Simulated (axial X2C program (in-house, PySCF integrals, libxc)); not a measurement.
Bond lengths and stretching modes, held linear, of FZrF⁺

Computed with an axial X2C code built on PySCF integrals: two-component X2C with atomic mean-field Coulomb and Gaunt terms, Gaussian nuclei, basis F dyall-av3z, Zr dyall-v3z with contracted cores. Spin-free rows use the one-electron spin-free X2C Hamiltonian.

Masses F 18.998, Zr 89.905, F 18.998 u. States: 2c Ω = 3/2 (beyond evenly filled blocks: ω = 3/2); spin-free M_S = 1/2, Λ = 2 (beyond evenly filled blocks: δ+α).

PBE0, spin-free: energies above the lowest point

```json
{"r(F–Zr) (Å)": "1.8349", "r(Zr–F) (Å)": "1.8349", "E (meV)": "79.71"}
{"r(F–Zr) (Å)": "1.8349", "r(Zr–F) (Å)": "1.8820", "E (meV)": "34.45"}
{"r(F–Zr) (Å)": "1.8349", "r(Zr–F) (Å)": "1.9290", "E (meV)": "54.80"}
{"r(F–Zr) (Å)": "1.8820", "r(Zr–F) (Å)": "1.8349", "E (meV)": "34.45"}
{"r(F–Zr) (Å)": "1.8820", "r(Zr–F) (Å)": "1.8820", "E (meV)": "0.00"}
{"r(F–Zr) (Å)": "1.8820", "r(Zr–F) (Å)": "1.9290", "E (meV)": "30.08"}
{"r(F–Zr) (Å)": "1.8820", "r(Zr–F) (Å)": "1.9761", "E (meV)": "111.80"}
{"r(F–Zr) (Å)": "1.9290", "r(Zr–F) (Å)": "1.8349", "E (meV)": "54.80"}
{"r(F–Zr) (Å)": "1.9290", "r(Zr–F) (Å)": "1.8820", "E (meV)": "30.08"}
{"r(F–Zr) (Å)": "1.9290", "r(Zr–F) (Å)": "1.9290", "E (meV)": "68.92"}
{"r(F–Zr) (Å)": "1.9761", "r(Zr–F) (Å)": "1.8820", "E (meV)": "111.80"}
{"r(F–Zr) (Å)": "1.9761", "r(Zr–F) (Å)": "1.9761", "E (meV)": "255.42"}
```

**Question.** Fit a quadratic surface with cubic terms in each bond: where is the minimum, and what are the two stretching wavenumbers?

**Answer.** At PBE0, spin-free: bonds 1.882 and 1.882 Å; harmonic stretches 685.4 and 711.6 cm⁻¹; force constants 4.62, 4.62 and coupling 0.64 mdyn/Å.

The other levels and Hamiltonians give:

| Hamiltonian | level | r(F–Zr) (Å) | r(Zr–F) (Å) | lower stretch (cm⁻¹) | upper stretch (cm⁻¹) |
| --- | --- | --- | --- | --- | --- |
| 2c | PBE0 | 1.882 | 1.882 | 685.3 | 711.5 |
| 2c | TPSSh | 1.891 | 1.891 | 678.8 | 707.1 |
| spin-free | TPSSh | 1.891 | 1.891 | 678.9 | 707.3 |

Each state is one determinant, the lowest of a limited PBE0 search; the stretches come from a fit to these few points and carry an uncertainty of a few per cent. Other orders of the atoms were not compared. Left out for rough or failed fits: HF 2c, MP2 2c, HF spin-free, MP2 spin-free. The molecule was held linear; bending was not examined, so a bent shape may lie lower. Note: functional without a current term on a determinant with orbital currents, of the molecule or an atom.
